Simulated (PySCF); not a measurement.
`C#C[C@@]12CC[C@@H]1[C@@H]2S`, C$_{7}$H$_{8}$S

Geometry:
```
atom   x (Å)   y (Å)   z (Å)
  C1   2.688  -1.536   0.103
  C2   1.644  -0.944   0.105
  C3   0.415  -0.245   0.092
  C4  -0.484  -0.081  -1.136
  C5  -1.724  -0.221  -0.232
  C6  -0.819  -0.367   0.983
  C7   0.085   0.812   1.116
  S8  -0.440   2.479   0.663
  H9   3.600  -2.053   0.098
 H10  -0.377   0.873  -1.652
 H11  -0.370  -0.894  -1.848
 H12  -2.390   0.641  -0.205
 H13  -2.302  -1.118  -0.437
 H14  -1.007  -1.028   1.813
 H15   0.716   0.820   1.997
 H16   0.758   2.871   0.230
```

Method used: TDDFT B3LYP/def2-SVPD circular dichroism and optical rotation, one conformer, gas phase (PySCF 2.14.0). Geometry: GFN2-xTB.

The molecule is flexible and this is one conformer; a measurement averages over conformers. States above about 6.6 eV lie in this functional's continuum (it starts at minus the energy of the highest occupied orbital, well below the true ionisation energy for most functionals) and depend on the basis.

(1) Draw the ECD and absorption spectra from the lowest 12 states, each a Gaussian of half-width 0.35 eV at 1/e height.

## Answers

(1) 
| E (eV) | λ (nm) | Δε (L mol⁻¹ cm⁻¹) | ε (L mol⁻¹ cm⁻¹) |
| --- | --- | --- | --- |
| 4.98 | 249 | +0.84 | 49.5 |
| 5.08 | 244 | +1.74 | 113 |
| 5.18 | 239 | +3.03 | 232 |
| 5.28 | 235 | +4.33 | 436 |
| 5.38 | 230 | +4.80 | 766 |
| 5.48 | 226 | +3.35 | 1270 |
| 5.58 | 222 | -0.81 | 1990 |
| 5.68 | 218 | -7.44 | 2900 |
| 5.78 | 215 | -14.87 | 3890 |
| 5.88 | 211 | -20.48 | 4760 |
| 5.98 | 207 | -21.92 | 5270 |
| 6.08 | 204 | -18.45 | 5290 |
| 6.18 | 201 | -11.44 | 4840 |
| 6.28 | 197 | -3.69 | 4090 |
| 6.38 | 194 | +1.84 | 3340 |
| 6.48 | 191 | +3.28 | 2860 |
| 6.58 | 188 | +0.35 | 2800 |
| 6.68 | 186 | -5.67 | 3180 |
| 6.78 | 183 | -12.42 | 3810 |
| 6.88 | 180 | -17.35 | 4390 |

Δε uses R in velocity form, ε uses f in length form. Only the states computed contribute, so the short-wavelength end is incomplete.

The sign of the CD band at 182 nm isn't settled: the length form gives the opposite one.
